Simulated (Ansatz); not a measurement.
```xyz
7

S    -1.5283    1.7178   -0.7216
C    -1.0335    0.2216   -0.4092
Ge    0.7395   -0.2326    0.2990
H    -1.7154   -0.6134   -0.5969
H     0.5613   -0.9814    1.6315
H     1.4420   -1.1727   -0.6963
H     1.5345    1.0607    0.4935
```

Total charge 0; spin multiplicity 1.

(1) List the CAM-B3LYP/def2-TZVPP orbital energies in eV (Ansatz). (An estimate is asked.)

Answers

(1) The calculation gave: Occupied: -10852.31, -2419.87, -1356.57, -1207.52, -1207.52, -1207.51, -280.71, -217.88, -171.38, -162.48, -162.42, -162.21, -121.68, -121.67, -121.66, -35.27, -35.25, -35.25, -35.18, -35.18, -23.98, -18.70, -16.75, -13.30, -11.75, -11.65, -11.23, -10.19, -7.73. Lowest empty: -1.47, 1.62, 2.01, 2.38, 2.62, 3.16, 4.20, 5.21.
